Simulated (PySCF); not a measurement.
**C₆ coefficients of unlike pairs at PBE**

Calculated with PySCF 2.14 from the dipole response of each species, C₆(A,B) = (3/π) ∫ α_A(iu) α_B(iu) du, in atomic units, from isotropic polarisabilities. For ions this is the dispersion term alone; charge-induced terms of lower order in 1/R come first.

```
species  configuration                                                                               basis     relativity  α (bohr³)  C₆ (like pair)
    P³⁺  [Ne] 3s2 (1S)     aug-cc-pV(T+d)Z with one added diffuse shell each of s, p, d, f type (7s6p5d3f)           none      6.680           16.79
     Li  [He] 2s1 (2S)                                                             aug-cc-pVDZ-DK (4s3p2d)  spin-free X2C      143.2            1140
     He       1s2 (1S)           x2c-QZVPPall with one added diffuse shell each of s, p, d type (5s4p3d1f)  spin-free X2C      1.554           1.721
   Cr³⁺  [Ar] 3d3 (4F)  x2c-QZVPPall with one added diffuse shell each of s, p, d, f, g type (12s8p6d4f3g)  spin-free X2C      2.194           5.509
```

Problem. Estimate C₆ for Li with P³⁺.

Solution. The integral gives 92.99. The combination rule 2 C_A C_B / (C_A α_B/α_A + C_B α_A/α_B) gives 92.71 and the geometric mean 138.4.

No spin-orbit coupling is included.

The other pairs:

| pair | C₆ |
| --- | --- |
| He, Li | 23.10 |
| He, P³⁺ | 5.135 |
| Cr³⁺, He | 2.968 |
| Cr³⁺, P³⁺ | 8.313 |
| Cr³⁺, Li | 33.39 |
